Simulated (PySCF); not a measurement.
**Ga2O: breathing scan**

These are results of PBE0/[O def2-TZVP, Ga def2-TZVP], no relativity, density fitting, PySCF, not measurements.

Rigid scan from the singlet minimum (O–Ga 1.801 Å (×2); Ga–O–Ga 180.0°). Coordinate: all bonds to the central atom scaled together. Energies in kJ/mol from the minimum.

(1) Predict the curve at 0.88, 0.92, 0.96, 1.00, 1.04, 1.08, 1.14, 1.22, 1.35.

Results:

(1) 
```json
{"scale of all bonds to the centre": "0.88", "E (kJ/mol)": "150.0"}
{"scale of all bonds to the centre": "0.92", "E (kJ/mol)": "58.1"}
{"scale of all bonds to the centre": "0.96", "E (kJ/mol)": "12.7"}
{"scale of all bonds to the centre": "1.00", "E (kJ/mol)": "0.0"}
{"scale of all bonds to the centre": "1.04", "E (kJ/mol)": "10.0"}
{"scale of all bonds to the centre": "1.08", "E (kJ/mol)": "35.5"}
{"scale of all bonds to the centre": "1.14", "E (kJ/mol)": "92.3"}
{"scale of all bonds to the centre": "1.22", "E (kJ/mol)": "185.7"}
{"scale of all bonds to the centre": "1.35", "E (kJ/mol)": "347.6"}
```

At long bonds a restricted determinant can lie too high, and another spin state can fall below this curve.

The scan took 16 s on 2 threads of a shared Arm Neoverse V2 host; the process peaked at 1.1 GiB.
